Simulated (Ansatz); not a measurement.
Start from `[OH][Ge]([OH])([F])[Cl]` and change one atom or group to get `[OH][Ge]([OH])([Cl])[Cl]`.

Ansatz, PBE0-D4/def2-TZVP geometries, multiplicity 1. Each molecule was computed in one conformer, which needn't be the lowest.

Scalar relativity is left out up to krypton.

| property | `[OH][Ge]([OH])([F])[Cl]` |
| --- | --- |
| LUMO energy (PBE0/def2-TZVPP) / eV | -0.93 |
| HOMO energy (PBE/def2-TZVPP) / eV | -8.06 |
| LUMO energy (PBE/def2-TZVPP) / eV | -1.98 |
| size of the dipole moment (B3LYP/def2-TZVPP) / D | 1.91 |
| HOMO energy (ωB97M-V/def2-TZVPP) / eV | -12.02 |
| HOMO–LUMO gap (ωB97M-V/def2-TZVPP) / eV | 13.01 |

(1) What does the change do to each property? (Estimate.)

Answers

(1) Computed: 
```csv
property,`[OH][Ge]([OH])([Cl])[Cl]`,shift
LUMO energy (PBE0/def2-TZVPP) / eV,-1.12,-0.19
HOMO energy (PBE/def2-TZVPP) / eV,-7.81,0.25
LUMO energy (PBE/def2-TZVPP) / eV,-2.15,-0.17
size of the dipole moment (B3LYP/def2-TZVPP) / D,1.94,0.03
HOMO energy (ωB97M-V/def2-TZVPP) / eV,-11.64,0.38
HOMO–LUMO gap (ωB97M-V/def2-TZVPP) / eV,12.52,-0.49
```

With PBE0 the HOMO rises by 0.34 eV and the LUMO falls by 0.19 eV, so the gap narrows by about 0.53 eV. PBE moves the HOMO by 0.25 eV and ωB97M-V by 0.38 eV. Dipoles are sizes alone; their direction can turn.

B3LYP here is the variant with VWN-RPA as its local correlation; programs differ in this.
